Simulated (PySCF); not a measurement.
Ligands exchanged one at a time, Al Br-SiH3. Isolated molecules, 0 K electronic values unless said otherwise. Strings in code marks are SMILES.

The HOMO–LUMO gap from two functionals at the same geometries (B3LYP-D3(BJ)/def2-TZVP), both in PySCF: PBE-D3(BJ)/def2-TZVP and B3LYP-D3(BJ)/def2-TZVP. B3LYP has the VWN-RPA correlation part, as in Gaussian. 

| species | PBE-D3(BJ)/def2-TZVP (eV) |
|---|---|
| 0 of 3 Br replaced by SiH3 | 4.92 |
| 1 of 3 Br replaced by SiH3 (`[SiH3][Al]([Br])[Br]`) | 4.25 |
| 2 of 3 Br replaced by SiH3 | 3.16 |
| 3 of 3 Br replaced by SiH3 (`[SiH3][Al]([SiH3])[SiH3]`) | 2.94 |

Task: What does B3LYP-D3(BJ)/def2-TZVP give for each?

Result: 
- 0 of 3 Br replaced by SiH3: 6.49
- 1 of 3 Br replaced by SiH3 (`[SiH3][Al]([Br])[Br]`): 5.72
- 2 of 3 Br replaced by SiH3: 4.55
- 3 of 3 Br replaced by SiH3 (`[SiH3][Al]([SiH3])[SiH3]`): 4.32
Over these rows, drawn at random from the members with no instability flagged (it was tested for open shells, ions and some series alone), PBE minus B3LYP-D3(BJ): mean -1.45 eV, from -1.57 eV to -1.39 eV.
